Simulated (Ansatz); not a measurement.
`FBOC[SiH3]` and `[SiH3]C[O][ZnH]` differ in one atom or group.

Ansatz, PBE0-D4/def2-TZVP geometries, multiplicity 1. Each molecule was computed in one conformer, which needn't be the lowest.

Scalar relativity is left out up to krypton.

```csv
property,`FBOC[SiH3]`
size of the dipole moment (ωB97M-V/def2-TZVPP) / D,1.31
HOMO–LUMO gap (ωB97M-V/def2-TZVPP) / eV,12.70
LUMO energy (B3LYP/def2-TZVPP) / eV,0.02
HOMO–LUMO gap (B3LYP/def2-TZVPP) / eV,8.33
HOMO energy (ωB97M-V/def2-TZVPP) / eV,-10.82
HOMO energy (PBE/def2-TZVPP) / eV,-7.18
```

(1) Give the same properties after the change, and the shifts. (Best estimate.)

Answers

(1) Ansatz gave: 
| property | `[SiH3]C[O][ZnH]` | shift |
| --- | --- | --- |
| size of the dipole moment (ωB97M-V/def2-TZVPP) / D | 0.74 | -0.57 |
| HOMO–LUMO gap (ωB97M-V/def2-TZVPP) / eV | 10.31 | -2.39 |
| LUMO energy (B3LYP/def2-TZVPP) / eV | -0.69 | -0.71 |
| HOMO–LUMO gap (B3LYP/def2-TZVPP) / eV | 6.17 | -2.16 |
| HOMO energy (ωB97M-V/def2-TZVPP) / eV | -9.37 | 1.45 |
| HOMO energy (PBE/def2-TZVPP) / eV | -5.75 | 1.43 |

With PBE0 the HOMO rises by 1.46 eV and the LUMO falls by 0.70 eV, so the gap narrows by about 2.16 eV. PBE moves the HOMO by 1.43 eV and ωB97M-V by 1.45 eV. Dipoles are sizes alone; their direction can turn.

B3LYP here is the variant with VWN-RPA as its local correlation; programs differ in this.
